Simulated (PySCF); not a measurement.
State search for OsSe

Unrestricted PBE0; PySCF, scalar-relativistic core potentials, basis sets Os def2-TZVPP with ECP60, Se def2-TZVPP. Outer shells of the fragments: Os 5d6 6s2; Se 3d10 4s2 4p4.

Followed along the bond (rough minima from three points):

```tsv
2Ms+1	unpaired	⟨S²⟩ at the start	R at minimum (Å)	Te (eV)
5	π ↑↑, δ ↑↑	6.03	2.21	0.00
5	σ ↑, π ↑↑, δ ↑	6.04	2.22	0.12
3	π ↑, δ ↑	2.48	2.18	0.53
3	π ↑, δ ↑	2.49	2.18	0.56
3	π ↑↓, δ ↑↑	3.02	2.23	0.67
5	σ ↑, π ↑, δ ↑↑	6.03	2.30	0.86
```

Solutions found at the starting distance of 2.340 Å, counted from the lowest of them; the search is not exhaustive and high or unbound solutions are not listed, so other states can lie among these:

```json
{"2Ms+1": "5", "unpaired": "π ↑↑, δ ↑↑", "term": "mixed", "E (eV)": "0.00", "⟨S²⟩": "6.03", "⟨Lz²⟩": "0.59", "μ (D)": "-3.19"}
{"2Ms+1": "5", "unpaired": "σ ↑, π ↑↑, δ ↑", "term": "⁵Δ", "E (eV)": "0.09", "⟨S²⟩": "6.04", "⟨Lz²⟩": "4.01", "μ (D)": "-3.65"}
{"2Ms+1": "3", "unpaired": "π ↑, δ ↑", "term": "mixed", "E (eV)": "0.60", "⟨S²⟩": "2.48", "⟨Lz²⟩": "4.97", "μ (D)": "-2.21"}
{"2Ms+1": "3", "unpaired": "π ↑, δ ↑", "term": "mixed", "E (eV)": "0.61", "⟨S²⟩": "2.49", "⟨Lz²⟩": "5.03", "μ (D)": "-2.19"}
{"2Ms+1": "3", "unpaired": "π ↑↓, δ ↑↑", "term": "mixed", "E (eV)": "0.62", "⟨S²⟩": "3.02", "⟨Lz²⟩": "3.04", "μ (D)": "-2.67"}
{"2Ms+1": "5", "unpaired": "σ ↑, π ↑, δ ↑↑", "term": "⁵Π", "E (eV)": "0.68", "⟨S²⟩": "6.03", "⟨Lz²⟩": "1.01", "μ (D)": "-4.10"}
```

A term symbol is given only where ⟨S²⟩ and ⟨Lz²⟩ are close to those of a pure state; real π, δ and φ orbitals otherwise mix terms. A positive dipole means Os(−)Se(+).

Spin–orbit coupling is left out. The state is the lowest single determinant that the PBE0 search found; with open d or f shells the true ground state can be another one.
